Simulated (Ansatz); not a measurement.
System: BH₃, charge 1, multiplicity 2. 
Structure (B3LYP-D3(BJ)/def2-TZVP (Ansatz, a program for electronic structure) minimum search):
```
B
H 1 1.1697
H 1 1.2751 2 144.83
H 1 1.2751 2 144.83 3 -180.00
```
Charge +1, spin multiplicity 2.

Basis-set convergence of Hartree-Fock and CCSD(T) correlation energies (hartree) with Ansatz. Correlated levels leave the core frozen unless marked. Open shells are spin-unrestricted. Spin-orbit coupling is left out. No relativistic terms.

```csv
basis,functions,E(HF),"E(corr, CCSD(T))"
cc-pVDZ,29,-25.97985,-0.09044
cc-pVTZ,72,-25.98827,-0.10545
cc-pVQZ,145,-25.99016,-0.10979
```

Extrapolating the two largest sets (X = 3 and 4) as X^-3: E(corr) = (64·(-0.10979) - 27·(-0.10545))/37 = -0.1130 Eh, an estimate of the basis-set limit. The largest set recovers 97.2 % of it, the smallest 80.1 %.
